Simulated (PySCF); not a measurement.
Compound: C5H2F2OS.
Z-matrix (Å and degrees, GFN2-xTB geometry), rows numbered from 1:
```
O 
C   1  1.1826
F   2  1.3728  1  119.50
C   2  1.4432  1  129.87  3   179.98
S   4  1.7328  2  122.56  1  -179.91
C   5  1.7067  4   91.36  2   179.97
C   6  1.3638  5  113.28  4     0.01
C   4  1.3830  2  127.33  1     0.05
F   8  1.3261  4  123.43  2     0.02
H   6  1.0720  5  119.47  4  -179.93
H   7  1.0739  6  125.14  5   179.96
```

NICS = −σ at a ghost point: NICS(0) at the centroid of the ring atoms, NICS(1) 1 Å to either side along the normal of their mean plane, zz for the tensor component along that normal. Level: GIAO PBE0/pcSseg-1 (PySCF, non-relativistic, gas phase) on the GFN2-xTB geometry, one conformer.

Ring bond lengths (Å), with Mayer bond orders in brackets: C4–S5 1.733 (1.11), S5–C6 1.707 (1.21), C6–C7 1.364 (1.51), C7–C8 1.404 (1.34), C8–C4 1.383 (1.38).

Q: What do the NICS probes read (ppm)?

A: 
```tsv
ring	type	NICS(0)	NICS(1), two faces	NICS(1)zz, two faces	rms pucker (Å)	centre to ring atoms, mean (Å)
C4–S5–C6–C7–C8	5-membered ring with S; formal bonds all aromatic	-13.7	-10.7 / -10.7	-23.4 / -23.4	0.00	1.29
```

Q: What do they say, and how far can they be read as aromaticity?

A: 
- C4–S5–C6–C7–C8: mean NICS(1)zz -23.4 ppm, shielded. For a flat ring without four-coordinate atoms the NICS criterion counts such a value as aromatic.

Q: What does the geometric index give? HOMA = 1 − mean of α(R − Ropt)² over the ring bonds, with Krygowski's 1993 parameters (CC: Ropt 1.388 Å, α 257.7 Å⁻²; CS: Ropt 1.677 Å, α 94.09 Å⁻²).

A: 
- C4–S5–C6–C7–C8: HOMA 0.88; the largest term is that of C4–S5, α(R − Ropt)² = 0.29. The geometric and the magnetic index point the same way.

Q: List the ring angles and the Hirshfeld charges of the ring atoms.

A: 
- C4–S5–C6–C7–C8: C4 110.1° (-0.080 e), S5 91.4° (+0.146 e), C6 113.3° (-0.053 e), C7 111.3° (-0.076 e), C8 113.9° (+0.096 e); sum 540.0° against 540° for a flat convex ring.

Time: 17 s; peak memory 0.74 GiB. Hardware: one thread of an Arm Neoverse V2 (shared host). This is the whole shielding run at PBE0/pcSseg-1, SCF included.
